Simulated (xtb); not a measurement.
Input file for xtb: GFN2-xTB on H4SSi (SMILES [SiH3]S), a point of a torsion scan.

```
$ xtb mol.xyz --gfn 2 --opt vtight --chrg 0 --uhf 0 --input xcontrol
6

Si    -0.61176614    -0.00502956    -0.00292427
S      1.41500430    -0.31792142    -0.68951888
H     -0.74377393    -0.72184760     1.26390273
H     -1.46625691    -0.57972004    -1.06490513
H     -0.83062076     1.43275392     0.15115099
H      1.54263960    -1.71879757    -0.83794734
$constrain
  force constant=1.0
  dihedral: 3,1,2,6,60.0
$end
```

Output:

```
[...]
           -------------------------------------------------
          |                Calculation Setup                |
           -------------------------------------------------



           -------------------------------------------------
          |                 G F N 2 - x T B                 |
           -------------------------------------------------

        Reference                      10.1021/acs.jctc.8b01176
      * Hamiltonian:
        H0-scaling (s, p, d)           1.850000    2.230000    2.230000
        zeta-weighting                 0.500000
      * Dispersion:
        s8                             2.700000
        a1                             0.520000
        a2                             5.000000
        s9                             5.000000
      * Repulsion:
        kExp                           1.500000    1.000000
        rExp                           1.000000
      * Coulomb:
        alpha                          2.000000
        third order                    shell-resolved
        anisotropic                    true
        a3                             3.000000
        a5                             4.000000
        cn-shift                       1.200000
        cn-exp                         4.000000
        max-rad                        5.000000


          ...................................................
          :                      SETUP                      :
          :.................................................:
          :  # basis functions                  24          :
          :  # atomic orbitals                  22          :
          :  # shells                           10          :
          :  # electrons                        14          :
          :  max. iterations                   250          :
          :  Hamiltonian                  GFN2-xTB          :
          :  restarted?                      false          :
          :  GBSA solvation                  false          :
          :  PC potential                    false          :
          :  electronic temp.          300.0000000     K    :
          :  accuracy                    1.0000000          :
          :  -> integral cutoff          0.2500000E+02      :
          :  -> integral neglect         0.1000000E-07      :
          :  -> SCF convergence          0.1000000E-05 Eh   :
          :  -> wf. convergence          0.1000000E-03 e    :
          :  Broyden damping             0.4000000          :
          :  net charge                          0          :
          :  unpaired electrons                  0          :
          ...................................................

 iter      E             dE          RMSdq      gap      omega  full diag
   1     -6.9736935 -0.697369E+01  0.958E+00    5.64       0.0  T
   2     -7.0676004 -0.939069E-01  0.246E+00    4.10       1.0  T
   3     -7.0711980 -0.359753E-02  0.262E+00    4.69       1.0  T
   4     -7.0726974 -0.149948E-02  0.946E-01    4.52       1.0  T
   5     -7.0715418  0.115563E-02  0.995E-01    4.69       1.0  T
   6     -7.0728150 -0.127320E-02  0.109E-01    4.53       1.0  T
   7     -7.0728201 -0.511337E-05  0.275E-02    4.52       1.5  T
   8     -7.0728206 -0.458227E-06  0.861E-03    4.52       4.7  T
   9     -7.0728206 -0.208710E-07  0.181E-03    4.52      22.5  T
  10     -7.0728206  0.688898E-09  0.767E-04    4.52      53.2  T
  11     -7.0728206 -0.101679E-08  0.163E-04    4.52     250.3  T

   *** convergence criteria satisfied after 11 iterations ***

         #    Occupation            Energy/Eh            Energy/eV
      -------------------------------------------------------------
         1        2.0000           -0.7463986             -20.3105
         2        2.0000           -0.6778436             -18.4451
         3        2.0000           -0.4845075             -13.1841
         4        2.0000           -0.4525840             -12.3154
         5        2.0000           -0.4494615             -12.2305
         6        2.0000           -0.4185113             -11.3883
         7        2.0000           -0.3789124             -10.3107 (HOMO)
         8                         -0.2127861              -5.7902 (LUMO)
         9                         -0.2054535              -5.5907
        10                         -0.1942645              -5.2862
        11                         -0.1741533              -4.7390
        12                         -0.0885791              -2.4104
       ...                                ...                  ...
        22                          0.6672766              18.1575
      -------------------------------------------------------------
                  HL-Gap            0.1661263 Eh            4.5205 eV
             Fermi-level           -0.2958493 Eh           -8.0505 eV

 SCC (total)                   0 d,  0 h,  0 min,  0.004 sec
 SCC setup                      ...        0 min,  0.000 sec (  1.630%)
 Dispersion    
[...]
(HOMO)
         8                         -0.2110452              -5.7428 (LUMO)
         9                         -0.1971341              -5.3643
        10                         -0.1938076              -5.2738
        11                         -0.1662666              -4.5243
        12                         -0.0893788              -2.4321
       ...                                ...                  ...
        22                          0.6872976              18.7023
      -------------------------------------------------------------
                  HL-Gap            0.1707639 Eh            4.6467 eV
             Fermi-level           -0.2964272 Eh           -8.0662 eV

 SCC (total)                   0 d,  0 h,  0 min,  0.002 sec
 SCC setup                      ...        0 min,  0.000 sec (  2.099%)
 Dispersion                     ...        0 min,  0.000 sec (  0.640%)
 classical contributions        ...        0 min,  0.000 sec (  0.252%)
 integral evaluation            ...        0 min,  0.001 sec ( 29.930%)
 iterations                     ...        0 min,  0.001 sec ( 24.515%)
 molecular gradient             ...        0 min,  0.001 sec ( 37.001%)
 printout                       ...        0 min,  0.000 sec (  5.078%)

         :::::::::::::::::::::::::::::::::::::::::::::::::::::
         ::                     SUMMARY                     ::
         :::::::::::::::::::::::::::::::::::::::::::::::::::::
         :: total energy              -7.038807232172 Eh    ::
         :: gradient norm              0.000168892557 Eh/a0 ::
         :: HOMO-LUMO gap              4.646722537894 eV    ::
         ::.................................................::
         :: SCC energy                -7.086640640529 Eh    ::
         :: -> isotropic ES            0.019542927363 Eh    ::
         :: -> anisotropic ES          0.001282902856 Eh    ::
         :: -> anisotropic XC          0.002398818865 Eh    ::
         :: -> dispersion             -0.002778642884 Eh    ::
         :: repulsion energy           0.047833406826 Eh    ::
         :: add. restraining           0.000000001531 Eh    ::
         :: total charge              -0.000000000000 e     ::
         :::::::::::::::::::::::::::::::::::::::::::::::::::::

           -------------------------------------------------
          |                Property Printout                |
           -------------------------------------------------

    * Orbital Energies and Occupations

         #    Occupation            Energy/Eh            Energy/eV
      -------------------------------------------------------------
         1        2.0000           -0.7501354             -20.4122
         2        2.0000           -0.6808124             -18.5258
         3        2.0000           -0.4926140             -13.4047
         4        2.0000           -0.4538929             -12.3511
         5        2.0000           -0.4490647             -12.2197
         6        2.0000           -0.4230640             -11.5122
         7        2.0000           -0.3818091             -10.3896 (HOMO)
         8                         -0.2110452              -5.7428 (LUMO)
         9                         -0.1971341              -5.3643
        10                         -0.1938076              -5.2738
        11                         -0.1662666              -4.5243
        12                         -0.0893788              -2.4321
        13                         -0.0825273              -2.2457
        14                         -0.0468928              -1.2760
        15                         -0.0066071              -0.1798
        16                          0.0304431               0.8284
        17                          0.0414842               1.1288
        18                          0.3516880               9.5699
       ...                                ...                  ...
        22                          0.6872976              18.7023
      -------------------------------------------------------------
                  HL-Gap            0.1707639 Eh            4.6467 eV
             Fermi-level           -0.2964272 Eh           -8.0662 eV

     #   Z          covCN         q      C6AA      α(0)
     1  14 Si       3.636     0.479    98.168    19.004
     2  16 S        1.798    -0.405   158.954    21.221
     3   1 H        0.920    -0.078     4.861     3.448
     4   1 H        0.920    -0.078     4.860     3.448
     5   1 H        0.921    -0.077     4.814     3.431
     6   1 H        0.923     0.160     1.329     1.803

 Mol. C6AA /au·bohr⁶  :        910.218824
 Mol. C8AA /au·bohr⁸  :      39344.537758
 Mol. α(0) /au        :         52.354568


Wiberg/Mayer (AO) data.
largest (>0.10) Wiberg bond orders for each atom

 ---------------------------------------------------------------------------
Note: The following floating-point exceptions are signalling: IEEE_UNDERFLOW_FLAG IEEE_DENORMAL
normal termination of xtb
     #   Z sym  total        # sym  WBO       # sym  WBO       # sym  WBO
 ---------------------------------------------------------------------------
     1  14 Si   3.700 --     2 S    0.992     5 H    0.901     3 H    0.894
                             4 H    0.894
     2  16 S    2.049 --     1 Si   0.992     6 H    0.954
     3   1 H    0.994 --     1 Si   0.894
     4   1 H    0.994 --     1 Si   0.894
     5   1 H    0.994 --     1 Si   0.901
     6   1 H    0.975 --     2 S    0.954
 ---------------------------------------------------------------------------

Topologies differ in total number of bonds
Writing topology from bond orders to xtbtopo.mol

molecular dipole:
                 x           y           z       tot (Debye)
 q only:       -0.775      -0.307       0.228
   full:       -0.986      -0.379       0.291       2.786
molecular quadrupole (traceless):
                xx          xy          yy          xz          yz          zz
 q only:       -1.843      -1.182       2.157       1.013       0.703      -0.314
  q+dip:       -4.578      -1.082       4.089       2.445       0.757       0.489
   full:       -3.657      -1.574       4.148       1.719       1.002      -0.491

           -------------------------------------------------
          |                Geometry Summary                 |
           -------------------------------------------------

      molecular mass/u    :       64.1820491
   center of mass at/Å    :        0.4282309      -0.1866876      -0.3627857
  moments of inertia/u·Å² :        0.7581407E+01   0.8041264E+02   0.8216421E+02
rotational constants/cm⁻¹ :        0.2223549E+01   0.2096391E+00   0.2051700E+00

 * 5 selected distances

     #   Z          #   Z                                           value/Å
     1  14 Si       2  16 S                                       2.1470411 (max)
     1  14 Si       3   1 H                                       1.4572200
     1  14 Si       4   1 H                                       1.4572950
     1  14 Si       5   1 H                                       1.4509333
     2  16 S        6   1 H                                       1.3247393 (min)

 * 3 distinct bonds (by element types)

   Z      Z             #   av. dist./Å        max./Å        min./Å
   1 H   14 Si          3     1.4551495     1.4572950     1.4509333
   1 H   16 S           1     1.3247393     1.3247393     1.3247393
  14 Si  16 S           1     2.1470411     2.1470411     2.1470411


optimized geometry written to: xtbopt.xyz


           -------------------------------------------------
          | TOTAL ENERGY               -7.038807232172 Eh   |
          | GRADIENT NORM               0.000168892557 Eh/α |
          | HOMO-LUMO GAP               4.646722537894 eV   |
           -------------------------------------------------

------------------------------------------------------------------------
------------------------------------------------------------------------
 total:
 SCF:
 ANC optimizer:
```

The run finished.

Warnings raised: the energy holds the restraint's term.

Cost: about 0.06 core-seconds (a rough figure).
